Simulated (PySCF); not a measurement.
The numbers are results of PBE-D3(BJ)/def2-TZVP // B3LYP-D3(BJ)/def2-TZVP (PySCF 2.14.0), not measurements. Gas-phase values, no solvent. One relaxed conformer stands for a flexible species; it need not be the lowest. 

Reference species (SMILES): `O=C1CC1` (neutral, multiplicity 1).

```
Item    Result
----  --------
HOMO  -5.51 eV
LUMO  -2.09 eV
```

Changed species: `OC1=CC1` (H–O–C–C torsion 180°).

Task: Give the shifts of the HOMO and LUMO.

Result: the HOMO increases by 0.14 eV, to -5.37 eV; the LUMO goes up by 2.02 eV, to -0.07 eV.
